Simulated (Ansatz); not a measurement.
`[F][Sn]([SiH3])([Cl])[Cl]`, charge 0, multiplicity 1.

(1) Give a relaxed structure at PBE0-D4/def2-TZVP (the Gaussian-basis code of Ansatz). (Estimate.)

Answers

(1) The calculation gave: 
Z-matrix (Å, degrees):
```
Sn
Si 1 2.565
Cl 1 2.310 2 114.9
F 1 1.911 2 110.9 3 117.6
Cl 1 2.310 2 114.9 3 -124.8
H 2 1.480 1 107.0 3 -58.0
H 2 1.480 1 107.0 3 -178.2
H 2 1.481 1 106.6 3 61.9
```
Point group Cs.
